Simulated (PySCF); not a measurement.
## Stretching SbCl

Set-up: Sb def2-TZVPPD with ECP28, Cl def2-TZVPPD; scalar-relativistic core potentials (PySCF 2.14). Energies in eV from Sb + Cl in their ground configurations at the same level. State: ³Σ⁻ (triplet), unpaired electrons π ↑↑.

```csv
R (Å),UHF-CCSD,UHF-SCS-MP2
2.020,,-1.676
2.114,-2.242,-2.362
2.208,-2.607,-2.729
2.279,-2.732,-2.857
2.349,-2.765,-2.893
2.420,-2.730,-2.862
2.513,-2.609,-2.746
2.631,-2.379,-2.522
2.772,-2.043,-2.187
2.960,,-1.552
```

Question: Put a parabola through the three lowest points of the UHF-CCSD curve and estimate Re, k and ωe (reduced mass 27.12 u; 1 eV/Å² = 0.16022 mdyn/Å; ωe = 1302.8·√(k/μ) cm⁻¹).

Answer: Through R = 2.279, 2.349, 2.42 Å the second-order coefficient is 6.84 eV/Å², so Re ≈ 2.348 Å, k ≈ 2.19 mdyn/Å and ωe ≈ 370 cm⁻¹. A polynomial fit of higher order to the unrounded UHF-CCSD energies gives Re = 2.345 Å, k = 2.23 mdyn/Å, ωe = 373 cm⁻¹; anharmonicity and rounding make the difference.

The higher-order fit for each curve: UHF-CCSD: Re = 2.345 Å, ωe = 373 cm⁻¹, De = 2.77 eV; UHF-SCS-MP2: Re = 2.348 Å, ωe = 369 cm⁻¹, De = 2.89 eV.

Correlated steps freeze 9 core orbitals. Spin–orbit coupling is left out, which matters for elements this heavy, above all for dissociation energies. The state was picked by a PBE0 search and need not be the measured ground state.
